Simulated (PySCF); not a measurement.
A side-by-side comparison of computed properties.

First species: o-phenylenediamine, C6H8N2.
SMILES: `NC1=CC=CC=C1N`

Second species: C6H6O3S.
Cartesian coordinates in Å at the GFN2-xTB level; atoms count from 1:
```xyz
16
C6H6O3S angstrom
O      2.7703   -0.6194    1.0570
S      2.1587    0.3070    0.1511
O      2.5267    1.6827    0.2035
O      2.4655   -0.2478   -1.3436
C      0.3923    0.1454    0.1715
C     -0.3658    1.1603   -0.3715
C     -1.7440    1.0203   -0.4025
C     -2.3322   -0.1250    0.1131
C     -1.5539   -1.1320    0.6639
C     -0.1743   -0.9992    0.6901
H      3.0311   -1.0192   -1.2859
H      0.1350    2.0365   -0.7494
H     -2.3575    1.8012   -0.8248
H     -3.4064   -0.2321    0.0885
H     -2.0210   -2.0160    1.0708
H      0.4678   -1.7537    1.1158
```

Levels: PBE0/pcSseg-1 for dipole moment, HOMO energy, LUMO energy and HOMO–LUMO gap; GFN2-xTB for rotational constant A and rotational constant C. Geometries: GFN2-xTB. All species are isolated and taken at one optimised geometry, non-relativistic unless stated. Electronic properties by PySCF.

The conformers computed, where there is a choice (atom-mapped SMILES and torsion angles):
- `[NH2:1][c:2]1[cH:3][cH:4][cH:5][cH:6][c:7]1[NH2:8]`: H–N1–C2–C3 -144°, H–N1–C2–C3 -15°, H–N8–C7–C6 -143°, H–N8–C7–C6 -15°
- `[O:1]=[S:2](=[O:3])([OH:4])[c:5]1[cH:6][cH:7][cH:8][cH:9][cH:10]1`: O1–S2–C5–C6 164°, H–O4–S2–O1 -4°

```json
{"property": "dipole moment", "column X": "4.37 D", "column Y": "1.60 D"}
{"property": "HOMO energy", "column X": "-8.14 eV", "column Y": "-5.50 eV"}
{"property": "LUMO energy", "column X": "-1.38 eV", "column Y": "0.33 eV"}
{"property": "HOMO–LUMO gap", "column X": "6.76 eV", "column Y": "5.83 eV"}
{"property": "rotational constant A", "column X": "2.672 GHz", "column Y": "3.319 GHz"}
{"property": "rotational constant C", "column X": "0.737 GHz", "column Y": "1.348 GHz"}
```

(1) Which column belongs to which species?

(2) How does each property change from the first species to the second?

## Answers

(1) Column X is the second species and column Y the first. The first has 16 atoms and 58 electrons, the second 16 and 82.

(2) dipole moment +2.77 D; HOMO energy -2.64 eV; LUMO energy -1.71 eV; HOMO–LUMO gap +0.93 eV; rotational constant A -0.647 GHz; rotational constant C -0.611 GHz.

On the first: Point group C2 permits a dipole; with 1.60 D the species has a pure rotational spectrum. The dipole equals about 5.3 × 10⁻³⁰ C·m (1 D = 3.33564 × 10⁻³⁰ C·m).

On the second: In atomic units the dipole is 1.72 e·bohr (1 au = 2.5417 D).
